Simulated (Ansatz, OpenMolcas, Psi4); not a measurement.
**InH2OF (SMILES [OH][InH][F]): methods side by side**

InH2OF: 5 atoms, total charge 0, spin state singlet. As SMILES, `[OH][InH][F]`. Geometry: relaxed at PBE0-D4/def2-TZVP. This is a higher conformer, about 10 kJ/mol above the lowest found by a separate search.

```tsv
atom	x (Å)	y (Å)	z (Å)
O	-1.2795	-0.3459	-0.5774
In	0.4801	0.0425	0.2100
F	1.1859	-1.6547	0.8415
H	-1.7252	0.4298	-0.9257
H	1.3885	1.4547	0.4102
```

Quantity: the energy change with the In2–F3 bond stretched from 1.944 to 4.276 Å, in eV. The values are calculated.

```tsv
level	kind	program	value (eV)	CPU time (all runs)
HF/def2-SVP (core potential) (unrestricted)	Hartree–Fock	OpenMolcas	3.36	21 s
revPBE/def2-SVP (core potential) (restricted)	GGA	Ansatz	4.41	12 s
TPSS/def2-SVP (core potential) (restricted)	meta-GGA	OpenMolcas	4.70	1.7 min
B3LYP/def2-SVP (core potential) (restricted)	global hybrid	Ansatz	5.06	14 s
wB97M-V/def2-SVP (core potential) (restricted)	range-separated hybrid	Ansatz	5.95	97 s
B2PLYP/def2-SVP (core potential) (restricted)	double hybrid	OpenMolcas	4.93	31 s
RPA@PBE0/def2-SVP (core potential) (restricted)	RPA	Ansatz	4.81	26 s
MP3/def2-SVP (core potential) (restricted)	perturbation theory	Psi4	6.49	18 s
BCCD(T)/def2-SVP (core potential) (restricted)	coupled cluster or CI	Ansatz	4.78	42 s
```

The first shape isn't each level's own minimum. The values span 3.36 to 6.49 eV. Spin contamination of the reference (⟨S²⟩ at least 0.1 too high) touches HF/def2-SVP (up to 1.01 too high). In the correlated wave-function rows the outer d shell of In is correlated, in sets not made for it. CPU times are rough (shared hosts, several kinds of processor and program).
